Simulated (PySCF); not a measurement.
# Radial density of Rh³⁺ (rhodium, charge +3)

UHF, [Kr] 4d6, high-spin 5D determinant. Calculation: PySCF 2.14, in aug-cc-pwCVTZ-PP with ECP28MDF; a scalar-relativistic core potential. This is the valence pseudo-density: the core potential removes the inner electrons and smooths the orbitals near the nucleus.

```csv
r (bohr),4πr²ρ (e/bohr),4πr²(ρα − ρβ)
0.0178,1.086e-05,0.0000
0.0299,2.761e-05,0.0000
0.0504,6.513e-05,0.0000
0.0847,0.0002218,0.0000
0.142,0.002012,0.0006
0.240,0.03087,0.0095
0.403,0.7455,0.1566
0.678,9.098,1.5610
1.14,13.20,3.5247
1.92,2.648,1.2412
3.23,0.09581,0.0526
5.43,0.0002114,0.0001
```

Energies and moments cover only the electrons outside the core potential.
